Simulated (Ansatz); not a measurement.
Relaxation of H₅O₃Si (9 atoms, charge 1, multiplicity 1), to a largest force component of 0.015 eV/Å in at most 40 steps.

Method: RKS r2SCAN-D4/def2-SVP (Ansatz).

```xyz
9
Properties=species:S:1:pos:R:3
O -0.205 0.670 -1.467
Si 0.154 0.540 0.071
O 1.531 -0.210 0.319
O -0.936 -0.887 0.571
H -0.832 1.221 -1.929
H -0.297 1.503 1.033
H 2.414 0.024 0.043
H -1.039 -1.590 -0.090
H -0.791 -1.271 1.449
```

Question: Where does it end, and by what steps?

Answer: The run converged. Limits of this set-up: the dipole of an ion depends on the origin. After 15 steps the energy has fallen by 0.114 eV; H9 moved furthest, 0.67 Å.

| step | energy less start (eV) | largest force component (eV/Å) | accepted |
| --- | --- | --- | --- |
| 0 | 0.0000 | 0.629 | yes |
| 1 | -0.0418 | 0.442 | yes |
| 2 | -0.0545 | 0.099 | yes |
| 3 | -0.0580 | 0.480 | yes |
| 4 | -0.0699 | 0.109 | yes |
| 5 | -0.0759 | 0.380 | yes |
| 6 | -0.0733 | 0.486 | no |
| 7 | -0.0837 | 0.329 | yes |
| 8 | -0.0964 | 0.150 | yes |
| 9 | -0.1088 | 0.104 | yes |
| 10 | -0.1104 | 0.194 | yes |
| 11 | -0.1137 | 0.030 | yes |
| 12 | 0.0602 | 2.010 | no |
| 13 | -0.1140 | 0.016 | yes |
| 14 | -0.1139 | 0.038 | no |
| 15 | -0.1140 | 0.005 | yes |

```xyz
9
Properties=species:S:1:pos:R:3
O -0.515 0.473 -1.443
Si 0.137 0.498 0.034
O 1.566 -0.217 0.269
O -0.842 -0.921 0.656
H -0.639 1.227 -2.035
H -0.187 1.644 0.890
H 2.413 0.216 0.438
H -1.565 -1.265 0.094
H -0.368 -1.655 1.095
```

Whether the end is a true minimum wasn't checked by a vibrational analysis.

Run time: 38 s on 2 threads of Arm Neoverse V1 (shared host), peak memory 0.14 GiB.
